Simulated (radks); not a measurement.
The numbers below are computed, except where a source is named.
Species: the rhenium ion Re29+. Configuration: [Kr] 4d10.

Code: a radial shooting solver on a logarithmic mesh with Libxc functionals. Model: non-relativistic Kohn-Sham, LB94 model potential, spin-polarised, spherical densities, point nucleus; relativity is left out, which matters for an element this heavy.

Energy parts (hartree):
| part | energy |
|---|---|
| kinetic | 15400.8908 |
| electron-nucleus | -34804.7211 |
| Hartree | 4291.7441 |
(The LB94 potential has no energy functional, so no total or exchange-correlation energy is given.)

Orbitals (lengths in bohr, moments of r in powers of bohr):
| orbital | occ. | eigenvalue (hartree) | <r> | <r^2> |
|---|---|---|---|---|
| 1s | 2 | -2454.508 | 0.02018 | 0.0005440 |
| 2s | 2 | -437.5225 | 0.08521 | 0.008507 |
| 2p | 6 | -421.3730 | 0.07203 | 0.006284 |
| 3s | 2 | -130.5499 | 0.2148 | 0.05245 |
| 3p | 6 | -123.0555 | 0.2049 | 0.04841 |
| 3d | 10 | -109.0389 | 0.1796 | 0.03757 |
| 4s | 2 | -53.16384 | 0.4482 | 0.2253 |
| 4p | 6 | -49.92964 | 0.4478 | 0.2264 |
| 4d | 10 | -44.07990 | 0.4422 | 0.2235 |

The highest occupied level is 4d at -1199.5 eV. For comparison, the ionisation energy in NIST's Atomic Spectra Database is 1194 eV (theoretical). In exact Kohn-Sham theory the highest level is minus the ionisation energy, but local and semilocal functionals leave it too shallow, through self-interaction and a potential that decays too fast; potentials with the right tail come closer.
